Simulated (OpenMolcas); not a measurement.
Pt2+ with 4 ligands (chloride) in tetrahedral coordination (Td). A charge of +0.5 e stands 2.6 Å behind each ligand. Ligand basis ANO-RCC-VDZP.

```yaml
Program: OpenMolcas
Method: SS-CASPT2, IPEA 0.25 Eh, imaginary shift 0.1 Eh (the 44 lowest orbitals frozen, all others correlated)
Basis: ANO-RCC-VDZP [7s6p4d2f]
Scalar_Hamiltonian: DKH2, point nucleus
Active_space: 8 electrons in 5 orbitals (5d)
State_averaging: 2S+1 = 3 even, 10 roots; 2S+1 = 1 even, 15 roots
Spin-orbit_coupling: RASSI with atomic mean-field integrals over the reference wave functions
```

All ligands move together. At R = 2.36 Å the first state of the same spin is 6850 cm-1, and at R = 2.43 Å it is 5580 cm-1.

**Question.** A third run gives 8030 cm-1. What distance was it run at?

**Answer.** With a power law R^-n the two known points give n = -ln(5580 / 6850) / ln(2.43 / 2.36) = 7.02. Then R = 2.36 × (6850 / 8030)^(1/7.02) = 2.307 Å. The run was at 2.24 Å, so the estimate is off by +0.067 Å.

Roots that are degenerate in the reference are averaged as groups; the widest CASPT2 spread within a group is 430 cm-1 (the 3-fold group of multiplicity 1 near 15700 cm-1 above the lowest state of its run, R = 2.36). Shifts and gaps below about the spread of the groups concerned are not significant. Over all roots computed the reference weight is 0.70 to 0.72 in R = 2.24, 0.70 to 0.72 in R = 2.36, 0.70 to 0.73 in R = 2.43; a low but even weight reflects the number of correlated electrons. An orbital triplet at a regular site is open to Jahn-Teller coupling, which can distort the site and quench the lowest spin-orbit gaps and is left out. Real 4d8 and 5d8 ions are as a rule square planar and diamagnetic. Ligand-to-metal charge-transfer states are missing. These CASPT2 states fit no ligand-field parameters well, so their order and spin gaps are uncertain. With no ligand orbital active B as a rule stays too high, so bands that hang on it stand too high and its fall with covalency is understated. With one d shell and no ligand orbital active, 10Dq can be off by a tenth or more. The least metal-like active orbital is 75 % on the metal (Löwdin) and no ligand orbital is active, so the numbers are rough (holds for R = 2.24). The least metal-like active orbital is 81 % on the metal (Löwdin) and no ligand orbital is active, so the numbers are rough (holds for R = 2.36). The least metal-like active orbital is 84 % on the metal (Löwdin) and no ligand orbital is active, so the numbers are rough (holds for R = 2.43). No measured value stands beside these numbers; the geometry is a model, was not optimised and need not be the one that this ion takes.
